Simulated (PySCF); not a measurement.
Isomers C9H10O:

A. `OCc1ccc2c(c1)CC2`
B. SMILES C=C(C)c1ccc(O)cc1
C. `c1c(CC=C)cccc1O`

Spectrum 1. 1H NMR (500 MHz, computed): δ 7.57 (d, 2H), 6.91 (d, 2H), 5.43 (m, 1H), 5.32 (m, 1H), 4.24 (br s, 1H), 2.22 (s, 3H). 13C{1H} NMR (computed): δ 163.4 (C), 153.0 (C), 140.1 (C), 132.8 (CH), 118.4 (CH), 117.1 (CH2), 25.0 (CH3).

Spectrum 2. 1H NMR (500 MHz, computed): δ 7.49 (s, 1H), 7.40 (m, 1H), 7.40 (m, 1H), 4.76 (s, 2H), 3.31 (m, 2H), 3.28 (m, 2H), 0.02 (br s, 1H). 13C{1H} NMR (computed): δ 152.3 (C), 151.1 (C), 147.3 (C), 131.8 (CH), 129.8 (CH), 127.9 (CH), 73.1 (CH2), 30.5 (CH2), 30.3 (CH2).

Spectrum 3. 1H NMR (500 MHz, computed): δ 7.51 (m, 1H), 7.02 (d, 1H), 6.93 (d, 1H), 6.56 (s, 1H), 6.08 (m, 1H), 5.42 (m, 1H), 5.14 (m, 1H), 4.22 (br s, 1H), 3.32 (d, 2H). 13C{1H} NMR (computed): δ 164.2 (C), 150.0 (CH), 147.7 (C), 136.0 (CH), 124.5 (CH), 119.0 (CH), 118.5 (CH2), 117.8 (CH), 47.5 (CH2).

PySCF 2.14.0 with density-fitted response routines calculation with GIAO PBE0/pcSseg-1 shieldings and GFN2-xTB structure; fast rotation and ring inversion assumed for equivalent nuclei, no relativistic terms, gas phase, single conformer.

Shifts are taken against calculated references (same method and geometry level): 1H (31.72 ppm), 13C (186.93 ppm) vs TMS. Where no couplings were computed, multiplicities follow the n + 1 count of equivalent neighbours, and m marks all less simple cases (inequivalent or close neighbours, rings, F or P nearby). Shifts are as computed. Against solution values, carbons near 30 ppm lie about +3 ppm off and those near 130 ppm about +5 ppm. Of 1211 compounds with measured shifts, 218 miss one by over three times the rms of a fit or turn the order of signals round; such compounds aren't used in these exercises. OH and NH positions are gas-phase values without hydrogen bonding to other molecules.

**Question.** Match each spectrum to its structure.

**Answer.** 1–B, 2–A, 3–C.

- Spectrum 1 (B): 7 13C signals; δC 163.4 is an aromatic carbon bearing oxygen; δC 153.0 is a fully substituted alkene carbon.
- Spectrum 2 (A): 9 13C signals; δC 131.8 is an aromatic CH; δC 129.8 is an aromatic CH.
- Spectrum 3 (C): 9 13C signals; δC 164.2 is an aromatic carbon bearing oxygen; δC 150.0 is an alkene CH.
